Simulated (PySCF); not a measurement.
# Molecular orbitals of TeAs⁺

r²SCAN at R = 2.275 Å; PySCF, scalar-relativistic core potentials, basis sets Te def2-SVP with ECP28, As def2-SVP. State: ¹Σ⁺ (singlet), closed shell. Only the outer orbitals are listed, counted within each symmetry, core potentials removing the inner ones.

| orbital | occ. | ε (eV) | on Te (%) | main shells (%) |
| --- | --- | --- | --- | --- |
| 10σ | 2 | -24.52 | 59 | 55 Te s, 35 As s |
| 11σ | 2 | -20.02 | 46 | 53 As s, 39 Te s |
| 12σ | 2 | -14.19 | 49 | 45 Te p, 42 As p, 8 As s |
| 6π | 2 | -13.61 | 60 | 59 Te p, 38 As p |
| 6π | 2 | -13.61 | 60 | 59 Te p, 38 As p |
| 7π | 0 | -10.45 | 41 | 59 As p, 39 Te p |
| 7π | 0 | -10.45 | 41 | 59 As p, 39 Te p |
| 13σ | 0 | -6.30 | 53 | 46 Te p, 46 As p |

**Question.** Which are the highest filled and the lowest empty level, where do they sit, and how wide is the gap?

**Answer.** Highest filled 6π at -13.61 eV (in %: 59 Te p, 38 As p); lowest empty 7π at -10.45 eV (in %: 59 As p, 39 Te p); the gap at r²SCAN is 3.16 eV.

* bond order (Mayer): 2.87
* ⟨S²⟩: 0.000
* charge on Te (Mulliken, basis-dependent): 0.52
* charge on Te (Löwdin, basis-dependent): 0.57
* dipole moment (positive dipole points towards As; it is taken about the centre of mass and depends on that origin): 0.82 D

Spin–orbit coupling is left out.
